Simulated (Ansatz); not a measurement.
C₆H₁₆O₄Zr, SMILES `CC(C)[O][Zr]([OH])([OH])[O]C(C)C`, one more setting.

```yaml
crystal:
  periodic: [false, false, false]
  atoms:
    - {symbol: C, position_ang: [-3.485802, -0.268377, -1.291433]}
    - {symbol: C, position_ang: [-2.135279, -0.954759, -1.211336]}
    - {symbol: C, position_ang: [-2.006746, -1.822030, 0.026998]}
    - {symbol: O, position_ang: [-1.115816, -0.000686, -1.230773]}
    - {symbol: Zr, position_ang: [0.194191, 1.387231, -1.000149]}
    - {symbol: O, position_ang: [-0.708295, 3.078076, -0.728457]}
    - {symbol: O, position_ang: [1.341474, 1.470416, -2.556737]}
    - {symbol: O, position_ang: [1.252685, 0.958664, 0.546353]}
    - {symbol: C, position_ang: [2.069299, 0.465359, 1.566091]}
    - {symbol: C, position_ang: [1.617895, -0.928601, 1.960189]}
    - {symbol: C, position_ang: [3.520243, 0.493155, 1.124025]}
    - {symbol: H, position_ang: [-4.294523, -1.002592, -1.325795]}
    - {symbol: H, position_ang: [-3.545273, 0.354592, -2.185900]}
    - {symbol: H, position_ang: [-3.635254, 0.371466, -0.417435]}
    - {symbol: H, position_ang: [-2.013216, -1.592666, -2.099006]}
    - {symbol: H, position_ang: [-2.132180, -1.213583, 0.927073]}
    - {symbol: H, position_ang: [-1.022047, -2.291779, 0.065083]}
    - {symbol: H, position_ang: [-2.766184, -2.607771, 0.033014]}
    - {symbol: H, position_ang: [-1.028489, 3.922390, -0.430607]}
    - {symbol: H, position_ang: [1.772452, 1.398293, -3.401176]}
    - {symbol: H, position_ang: [1.955269, 1.128651, 2.435949]}
    - {symbol: H, position_ang: [2.213639, -1.310281, 2.793007]}
    - {symbol: H, position_ang: [0.568274, -0.920836, 2.260071]}
    - {symbol: H, position_ang: [1.728423, -1.612945, 1.114357]}
    - {symbol: H, position_ang: [3.813202, 1.505187, 0.838392]}
    - {symbol: H, position_ang: [4.178949, 0.155262, 1.927903]}
    - {symbol: H, position_ang: [3.663121, -0.161846, 0.260278]}
basis:
  gaussian: {orbitals: def2-TZVPP}
hamiltonian: {xc: {name: RPBE}, dispersion: d3bjatm}
output: {forces: true}
```

```sh
$ ansatz run in.yaml --threads 11 --pin off --events-out ev --progress --plain --max-ram 174080MiB --backend cuda --devices 0, --max-vram 75GiB
```

It prints (some lines left out):

```
Functional definition: RPBE
2940 factors; their error is unknown
mean field evaluation 1: about -15921.0489 eV, gradient 1.5e2 eV
mean field evaluation 2: about -15629.6439 eV, gradient 3.8e2 eV
mean field evaluation 4: about -15963.4374 eV, gradient 4.0e1 eV
mean field evaluation 8: about -15966.3059 eV, gradient 6.1e-1 eV
mean field evaluation 16: about -15966.2405 eV, gradient 1.1e-2 eV
mean field -15966.24049666 eV, -586.7485159457 hartree, gradient 3.5e-5 eV, S^2 0.000000; 0 other end points of the search recorded, 0 dependent functions left out
reference -15966.24059488 eV, -586.7485195553 hartree; 48, 48 occupied and 542, 542 virtual orbitals, 2940 factors
Total energy: -15969.20289867 eV, -586.8573822116 hartree
Atom 0 at    -3.485802    -0.268377    -1.291433 Å, force    -0.171255     0.065664    -0.007774 eV/Å
Atom 1 at    -2.135279    -0.954759    -1.211336 Å, force    -0.109357    -0.171714    -0.080334 eV/Å
Atom 2 at    -2.006746    -1.822030     0.026998 Å, force     0.004344    -0.117344     0.144683 eV/Å
Atom 3 at    -1.115816    -0.000686    -1.230773 Å, force     0.195746     0.125537    -0.087440 eV/Å
Atom 4 at     0.194191     1.387231    -1.000149 Å, force    -0.013177    -0.089990     0.066249 eV/Å
Atom 5 at    -0.708295     3.078076    -0.728457 Å, force    -0.096660     0.020682    -0.094539 eV/Å
Atom 6 at     1.341474     1.470416    -2.556737 Å, force     0.107280     0.068027     0.022096 eV/Å
Atom 7 at     1.252685     0.958664     0.546353 Å, force    -0.154797     0.158720    -0.114003 eV/Å
Atom 8 at     2.069299     0.465359     1.566091 Å, force     0.086601     0.001458     0.200042 eV/Å
Atom 9 at     1.617895    -0.928601     1.960189 Å, force    -0.044929    -0.168232     0.062625 eV/Å
Atom 10 at     3.520243     0.493155     1.124025 Å, force     0.179201    -0.004970    -0.035317 eV/Å
Atom 11 at    -4.294523    -1.002592    -1.325795 Å, force    -0.159133    -0.153265    -0.003015 eV/Å
Atom 12 at    -3.545273     0.354592    -2.185900 Å, force    -0.005917     0.126553    -0.181271 eV/Å
Atom 13 at    -3.635254     0.371466    -0.417435 Å, force    -0.015258     0.116997     0.174757 eV/Å
Atom 14 at    -2.013216    -1.592666    -2.099006 Å, force     0.009903    -0.148156    -0.185831 eV/Å
Atom 15 at    -2.132180    -1.213583     0.927073 Å, force    -0.022965     0.127384     0.162171 eV/Å
Atom 16 at    -1.022047    -2.291779     0.065083 Å, force     0.195664    -0.085065     0.007751 eV/Å
Atom 17 at    -2.766184    -2.607771     0.033014 Å, force    -0.159542    -0.153166    -0.005109 eV/Å
Atom 18 at    -1.028489     3.922390    -0.430607 Å, force    -0.124036     0.375803     0.151124 eV/Å
Atom 19 at     1.772452     1.398293    -3.401176 Å, force     0.171897    -0.044483    -0.384157 eV/Å
Atom 20 at     1.955269     1.128651     2.435949 Å, force    -0.011605     0.132868     0.199446 eV/Å
Atom 21 at     2.213639    -1.310281     2.793007 Å, force     0.128109    -0.070498     0.165814 eV/Å
Atom 22 at     0.568274    -0.920836     2.260071 Å, force    -0.207871     0.003903     0.052108 eV/Å
Atom 23 at     1.728423    -1.612945     1.114357 Å, force     0.023554    -0.119084    -0.170182 eV/Å
Atom 24 at     3.813202     1.505187     0.838392 Å, force     0.054048     0.207253    -0.059331 eV/Å
Atom 25 at     4.178949     0.155262     1.927903 Å, force     0.127508    -0.072448     0.165169 eV/Å
Atom 26 at     3.663121    -0.161846     0.260278 Å, force     0.012646    -0.132432    -0.165733 eV/Å
Dipole moment:    -0.007856    -0.066486     0.050340 e Å
```

It took 14 s on 11 threads of an AMD EPYC 7R13 on a shared host and a whole NVIDIA H100 80 GB, with 1.2 GiB of host memory at the peak.
